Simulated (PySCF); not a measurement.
H₂BClOSe, SMILES OB(Cl)[SeH], B3LYP/def2-SVP optimised geometry.

```
6

B     -0.20    -0.05     0.00
Cl    -1.04     1.52     0.00
O     -0.89    -1.21     0.00
H     -1.85    -1.09     0.00
Se     1.75    -0.05     0.00
H      1.85    -1.52     0.00
```

Density from B3LYP/def2-TZVP (PySCF 2.14.0) at that geometry.

Minimum of the electron density along straight lines between bonded atoms, close to the bond critical point (lines longer than 1.1 times the sum of covalent radii, or with two minima, are not listed):

| bond | length / Å | ρ at the minimum / e bohr⁻³ | ∇²ρ there / e bohr⁻⁵ | position (fraction from the first atom) |
|---|---|---|---|---|
| B1–Cl2 | 1.784 | 0.144 | -0.07 | 0.30 |
| B1–O3 | 1.347 | 0.220 | [?] | 0.33 |
| O3–H4 | 0.968 | 0.352 | [?] | 0.81 |
| B1–Se5 | 1.954 | 0.143 | -0.28 | 0.39 |
| Se5–H6 | 1.476 | 0.174 | [?] | 0.63 |

Problem. What belongs in the gaps?

Solution. 
- B1–O3, ∇²ρ there / e bohr⁻⁵: 0.98
- O3–H4, ∇²ρ there / e bohr⁻⁵: -2.40
- Se5–H6, ∇²ρ there / e bohr⁻⁵: -0.32
